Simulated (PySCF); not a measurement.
A structure optimised at B3LYP-D3(BJ)/def2-SVP, used in a PySCF frequency run:

```xyz
12

Al     0.0000     0.0000     0.6574
F      0.0000     0.0000     2.3293
C      1.6948    -0.1873    -0.2641
C      1.8643     0.2128    -1.5377
H      2.5804    -0.5963     0.2434
H      2.8268     0.1356    -2.0606
H      1.0478     0.6489    -2.1263
C     -1.6948     0.1873    -0.2641
C     -1.8643    -0.2128    -1.5377
H     -2.5804     0.5963     0.2434
H     -2.8268    -0.1356    -2.0606
H     -1.0478    -0.6489    -2.1263
```

Problem. Write its SMILES, formula and point group.

Solution. C=[CH][Al]([F])[CH]=C, C4H6AlF, C2

Problem. What are its rotational constants (standard atomic weights)?

Solution. 2.6914, 2.6134, 1.3509 GHz
